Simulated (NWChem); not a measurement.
# Correlation energy of Br

```xyz
1

Br     0.0000     0.0000     0.0000
```
Charge 0, spin multiplicity 2.

All runs are NWChem calculations.

Basis set: def2-QZVP. Each correlation energy counts from its own Hartree-Fock reference.

The Hamiltonian is non-relativistic. The correlated methods keep 9 core orbitals frozen. No SCF solution was tested for a lower state. Open-shell Hartree-Fock references start from PBE0 orbitals. Coupled-cluster values serve here as a point of comparison, not as the truth.

### Question
One of these methods gave a correlation energy of -318.9 mHa. Which?
(A) CCSD[T] on UHF
(B) CCSD on UHF
(C) SCS-UMP2
(D) UMP2

### Answer
D, UMP2. The others give -298.9 (SCS-UMP2), -325.0 (CCSD on UHF), -334.0 (CCSD[T] on UHF).
